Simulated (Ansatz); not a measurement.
Ansatz results at the PBE0-D4/def2-TZVP geometry: HOMO energy (PBE/def2-TZVPP) -6.95 eV; HOMO energy (B3LYP/def2-TZVPP) -8.18 eV; LUMO energy (ωB97M-V/def2-TZVPP) 2.08 eV.

Each molecule was computed in one conformer, which needn't be the lowest.

Question: Which molecule gave them?
A. `F[SiH](F)S[SiH2]Cl`
B. `O[SiH](Cl)C#C[SiH](Cl)Cl`
C. `CO[SiH](F)CC[SiH2]F`
D. `C=C[SiH2]S[SiH](Cl)Cl`

Answer: C. The others give `O[SiH](Cl)C#C[SiH](Cl)Cl`: -7.57, -8.56, 0.39; `C=C[SiH2]S[SiH](Cl)Cl`: -6.62, -7.56, 1.04; `F[SiH](F)S[SiH2]Cl`: -7.18, -8.15, 1.53.

B3LYP here is the variant with VWN-RPA as its local correlation; programs differ in this.
